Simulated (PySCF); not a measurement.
Isomers of C7H10NP, one GFN2-xTB conformer each. Single-point energies are computed at PBE0/pcSseg-1 (PySCF, gas phase, no added dispersion term), electronic only.

Question: Rank them by PBE0/pcSseg-1 energy, lowest first (kJ/mol).
A. `[CH3:1][n:2]1[cH:3][cH:4][p:5][c:6]1[CH:7]1[CH2:8][CH2:9]1` with P5–C6–C7–C8 -39°
B. `[CH3:1][c:2]1[cH:3][n:4]([CH:5]2[CH2:6][CH2:7]2)[cH:8][p:9]1` with C3–N4–C5–C6 -57°
C. `[CH3:1][CH2:2]/[CH:3]=[P:4]\[n:5]1[cH:6][cH:7][cH:8][cH:9]1` with C1–C2–C3–P4 -135°, C3–P4–N5–C6 133°
D. `[CH3:1][CH:2]([CH3:3])[c:4]1[cH:5][n:6][cH:7][p:8][cH:9]1` with C1–C2–C4–C5 -67°

Answer: D (0.0), B (42.5), C (44.1), A (47.2).

As drawn, the highest has a three-membered ring, which the lowest lacks. Neighbours under 10 kJ/mol apart (Cc1cn(C2CC2)cp1 and CC/C=P\n1cccc1; CC/C=P\n1cccc1 and Cn1ccpc1C1CC1) can change places with a better method, another conformer or zero-point energy. GFN2-xTB itself gives, in the same order: 4.9, 5.1, 4.0, 0.0. GFN2-xTB puts Cn1ccpc1C1CC1 lowest instead; measured from each level's own lowest isomer, the values differ by up to 47.2 kJ/mol (Cn1ccpc1C1CC1: 0.0 against 47.2).

Which frontier levels, dipoles and rotational constants go with these structures?

| SMILES | HOMO (eV, PBE0/pcSseg-1) | LUMO (eV) | dipole (D) | A, B, C (MHz) |
| --- | --- | --- | --- | --- |
| CC(C)c1cncpc1 | -6.94 | -1.78 | 2.52 | 2840, 902.1, 800.4 |
| Cc1cn(C2CC2)cp1 | -6.18 | -0.11 | 3.74 | 3095, 916.1, 742.9 |
| CC/C=P\n1cccc1 | -6.29 | -1.63 | 1.92 | 2473, 907.6, 761.3 |
| Cn1ccpc1C1CC1 | -5.74 | -0.04 | 3.99 | 2198, 1295, 874.8 |

As an exercise, what shares would exp(−E/RT) give at 2000 K from these electronic energies alone (no entropy, no degeneracies)?

RT = 16.629 kJ/mol: CC(C)c1cncpc1 82.9 %, Cc1cn(C2CC2)cp1 6.4 %, CC/C=P\n1cccc1 5.8 %, Cn1ccpc1C1CC1 4.8 %.
